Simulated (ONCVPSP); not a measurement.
# zirconium: one change to an ONCV potential, before and after

* Element: Zr (Z = 40)
* Generator: ONCVPSP 4.0.1
* Type: optimised norm-conserving Vanderbilt (ONCV)
* Functional: PBE
* Relativity: scalar-relativistic
* Frozen core: [Kr]
* Valence charge: 4
* Reference configuration: 4d2 5s1.75 5p0.25
* Partial waves: 5s: rc 3.30 bohr, ncon 5, nbas 10, qcut 1.9 1/bohr, 3 projectors, debl 1 Ha; 5p: rc 3.75 bohr, ncon 5, nbas 9, qcut 2.6 1/bohr, 2 projectors, debl 1.2 Ha; 4d: rc 2.65 bohr, ncon 4, nbas 8, qcut 6.4 1/bohr, 2 projectors, debl 1.4 Ha
* Local potential: polynomial inside 2.30 bohr (lpopt 5, dvloc0 0 Ha)
* Core correction: Teter function, fcfact 4.5, rcfact 1.6

Change: core correction Teter function, fcfact 4.5, rcfact 1.96.

Cutoffs: the cutoffs (Ha) at which the residual kinetic energy of the hardest occupied pseudo-wave falls to 1 and 0.1 mHa per electron; they do not see the model core or the augmentation charge, which bear on the density cutoff. Errors are all-electron minus pseudo energies relative to the spin-unpolarised reference configuration.

Q: Predict the effect on cutoff, ghosts and configuration errors.

A: The potential gets neither clearly harder nor softer (12 Ha and 19 Ha → 12 Ha and 19 Ha); of the 4 tests that both files solve, the error grows in 4 and shrinks in 0 by more than 15 % and 0.3 meV (median size 36.8 → 82.9 meV); neither file shows a bound ghost. A model core, the more so a compact one, raises the density cutoff, which this test does not measure.

```tsv
quantity	base	changed
cutoff, loose	12 Ha	12 Ha
cutoff, tight	19 Ha	19 Ha
bound ghosts	none	none
GHOST(+) flags under 300 eV	p at 43.2 eV, s at 55.5 eV	p at 43.2 eV, s at 55.5 eV
error for 4d2 5s2 5p0, meV [ΔE -0.75 eV]	-0.9	-1.7
error for 4d2 5s1 5p0, meV [ΔE 6.39 eV]	-59	-148
error for 4d2 5s0 5p0, meV [ΔE 19.33 eV]	-332	-737
error for 4d2.5 5s1.5 5p0, meV [ΔE -0.23 eV]	-15	-18
s: phases at 3.34 bohr within 0.05 rad from the reference energy up to (Ha; the scan ends near 5)	2.0	2.0
p: phases at 3.81 bohr within 0.05 rad from the reference energy up to (Ha; the scan ends near 5)	n/a	n/a
d: phases at 2.70 bohr within 0.05 rad from the reference energy up to (Ha; the scan ends near 5)	4.5	4.5
rms error of d²Exc/dni dnj with the model core, mHa	3.26	6.58
```
